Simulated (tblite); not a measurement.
C6H7P.
Cartesian coordinates in Å at the GFN2-xTB level; atoms count from 1:
```xyz
14
C6H7P angstrom
C      2.2684    1.9931    0.8609
C      1.8906    0.9091    0.5040
P      1.5061   -0.7134   -0.1005
C      0.8370   -1.3991    1.4974
C     -0.0441   -0.2849   -0.8397
C     -1.0523   -0.0543   -1.4574
C     -2.2866    0.2493   -2.1458
H      2.5595    2.9473    1.1925
H      1.6607   -1.5479    2.1946
H      0.3675   -2.3624    1.3007
H      0.1060   -0.7222    1.9371
H     -3.1324   -0.1715   -1.6018
H     -2.4151    1.3293   -2.2183
H     -2.2661   -0.1728   -3.1506
```

Computed values, GFN2-xTB/tblite, gas phase, harmonic and unscaled. The method is semi-empirical: single wavenumbers can be off by several per cent or more. The optimisation stopped once no atom felt more than 0.01 eV/Å.

Lowest wavenumbers of the output (negative numbers stand for imaginary wavenumbers):
```
mode    cm-1
  1     -24.3
  2      62.9
  3      98.8
  4     133.5
  5     160.7
  6     198.4
  7     259.6
  8     282.7
```

Question: Is this structure a minimum?

Answer: Not by this Hessian. 1 mode is imaginary beyond 20i (24i cm⁻¹), so at this level the point lies at or near a first-order saddle. The curvature is small, so loose convergence or finite differences may be the whole cause.

Question: Which atoms move in the imaginary mode?

Answer: 24i: H12 (methyl hydrogen) 33 %, H13 (methyl hydrogen) 33 %, H14 (methyl hydrogen) 33 %. These are shares of the mass-weighted motion.

Question: What is the remedy?

Answer: Step along that mode in both directions, optimise again with tighter thresholds and repeat the frequencies. The zero-point energy of this point (64.1 kcal/mol) counts the 35 real modes alone, and thermal corrections from it aren't those of a minimum.
